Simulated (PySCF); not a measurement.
Species: C5H5F3O2S.
Geometry (PBE0-D3(BJ)/def2-SVP, Å), atoms numbered from 1 in this order:
```xyz
16
C5H5F3O2S angstrom
C      2.854    0.588   -0.638
C      1.590    0.148   -0.551
C      1.083   -0.433    0.677
C     -0.153   -0.898    0.942
S     -1.492   -0.915   -0.198
O     -2.487   -1.852    0.290
O     -1.027   -0.920   -1.578
C     -2.231    0.782    0.054
F     -3.347    0.870   -0.638
F     -2.486    0.974    1.338
F     -1.377    1.705   -0.359
H      3.542    0.519    0.210
H      3.239    1.031   -1.560
H      0.913    0.212   -1.405
H      1.802   -0.500    1.503
H     -0.437   -1.302    1.916
```

All values: PBE0/pcSseg-1 (PySCF, non-relativistic), on one gas-phase PBE0-D3(BJ)/def2-SVP geometry that isn't relaxed in the solvent. The solvent is an IEF-PCM continuum (Bondi radii, 1.10 Å for H, scaled by 1.2). The model holds no explicit solvent molecules, cavitation or dispersion.

Gas phase at PBE0/pcSseg-1: HOMO -8.05 eV, LUMO -2.52 eV, dipole 5.05 D.

Problem. What does the continuum do to the energy, the frontier levels and the dipole at PBE0/pcSseg-1 in benzene?

Solution. 
```
solvent      ε  E(solvent) − E(gas) (kJ/mol)  polarisation term (kJ/mol)  distortion of the solute (kJ/mol)  HOMO (eV)  LUMO (eV)  dipole (D)
benzene  2.271                        -14.53                      -15.70                               1.17      -7.87      -2.36        5.72
```

The first energy column is the sum of the next two and covers electrostatics alone.

Problem. Which radius a makes the point-dipole formula ΔE = −[(ε − 1)/(2ε + 1)]·μ²/a³ give the value in benzene, with the gas-phase dipole?

Solution. μ = 1.986 au and |ΔE| = 0.00553 Eh give a = 2.89 Å; the farthest nucleus lies 3.74 Å from the centroid of the nuclei, so such a sphere wouldn't even hold the nuclei. The formula assumes a rigid point dipole at the centre of a sphere.

Problem. Give the dipole vector in the frame of the coordinates (D, pointing from negative to positive charge), gas and benzene.

Solution. Gas (4.25, 1.87, 1.98), solvent (4.83, 2.10, 2.24). Its length changes by +13 % and its direction by less than 1°.

Problem. Which Hirshfeld charges (PBE0/pcSseg-1) respond most in benzene (means over atoms taken as equivalent)?

Solution. 
```
atoms           environment  gas (e)  solvent (e)  change
O6/O7       sulfonyl oxygen   -0.296       -0.308  -0.012
  H15      vinylic hydrogen   +0.067       +0.074  +0.007
  H12      vinylic hydrogen   +0.056       +0.061  +0.005
   C1  terminal =CH2 carbon   -0.054       -0.049  +0.005
  H16      vinylic hydrogen   +0.063       +0.067  +0.004
   C3      alkene CH carbon   -0.002       +0.002  +0.004
  H13      vinylic hydrogen   +0.064       +0.067  +0.003
   C2      alkene CH carbon   -0.046       -0.050  -0.004
```

Problem. Which Mayer bond orders change most in benzene?

Solution. 
```tsv
bond	length (Å)	gas	solvent	change
S5–O6	1.452	1.710	1.698	-0.012
C4–S5	1.758	0.901	0.909	+0.008
S5–O7	1.456	1.691	1.683	-0.008
C3–C4	1.347	1.752	1.748	-0.004
C8–F9	1.317	1.036	1.033	-0.003
C3–H15	1.097	0.945	0.942	-0.003
C4–H16	1.092	0.925	0.922	-0.003
S5–C8	1.867	0.737	0.739	+0.002
```

Problem. How do the nuclear quadrupole coupling constants eQVzz/h respond in benzene?

Solution. 
```tsv
nucleus	Q (barn)	gas (MHz)	solvent (MHz)	η gas	η solvent
33S at S5	-0.06781	-4.36	-4.48	0.57	0.22
17O at O6	-0.0256	-8.61	-8.61	0.17	0.17
17O at O7	-0.0256	-8.70	-8.70	0.13	0.14
```

The run took 43 s on Intel Xeon Platinum 8488C, one thread, no GPU, shared host with 96 logical CPUs at a one-minute load of 58, and the process peaked at 1.2 GiB of memory. This is the whole shielding run at PBE0/pcSseg-1 in benzene, SCF included.
